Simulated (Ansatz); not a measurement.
`BNC=C=C` + `FCF` → `BC(F)F` + `C=C=CN` at 400 K and 1 bar (formal exchange of groups at a B–N bond).

Computed with Ansatz on PBE0-D4/def2-TZVP structures; ΔE is electronic, products minus reactants. CBS: MP2 limit from def2 TZ/QZ plus the TZ coupled-cluster correction, frozen cores. This one scheme is used for every species. Each species was taken in one conformer, which may not be the lowest.

```json
{"species": "`BNC=C=C`", "CCSD(T)/CBS energy (Eh)": "-197.22529", "H − E (kJ/mol)": "254.7", "S (J/(mol·K))": "341.2"}
{"species": "`FCF`", "CCSD(T)/CBS energy (Eh)": "-238.82660", "H − E (kJ/mol)": "101.8", "S (J/(mol·K))": "260.0"}
{"species": "`BC(F)F`", "CCSD(T)/CBS energy (Eh)": "-264.18920", "H − E (kJ/mol)": "133.1", "S (J/(mol·K))": "310.4"}
{"species": "`C=C=CN`", "CCSD(T)/CBS energy (Eh)": "-171.79482", "H − E (kJ/mol)": "217.3", "S (J/(mol·K))": "310.5"}
```

H − E and S are ideal-gas, rigid-rotor, harmonic terms from PBE0-D4/def2-TZVP, for one conformer and one mirror image of each species. 1 Eh = 2625.50 kJ/mol, R = 8.31446 J/(mol·K).

Task: By hand: ΔE, ΔH, ΔS and ΔG.

Result: ΔE = (-264.18920) + (-171.79482) − (-197.22529) − (-238.82660) = 0.06787 Eh = 178.2 kJ/mol. Δ(H − E) = 133.1 + 217.3 − 254.7 − 101.8 = -6.1, so ΔH = 172.1 kJ/mol. ΔS = 310.4 + 310.5 − 341.2 − 260.0 = 19.7 J/(mol·K). ΔG = 172.1 − 400 × (19.7)/1000 = 164.2 kJ/mol.

Task: By hand: the equilibrium constant, and the temperature at which ΔG would vanish if ΔH and ΔS stayed fixed.

Result: log₁₀ K = −ΔG/(RT ln 10) = -21.4. ΔG = 0 at ΔH/ΔS = 8736 K, far beyond where these terms or the molecules hold.

ΔH outweighs TΔS. A doubt of 5 kJ/mol in ΔE shifts log₁₀ K by 0.7 here. Other conformers and mirror images would add mixing entropy, several J/(mol·K) or more a flexible species. These are equilibria of isolated gas molecules and say nothing of rates. Largest T1 diagnostic: 0.014 (customary marks: 0.02 for closed shells, 0.045 for open ones).
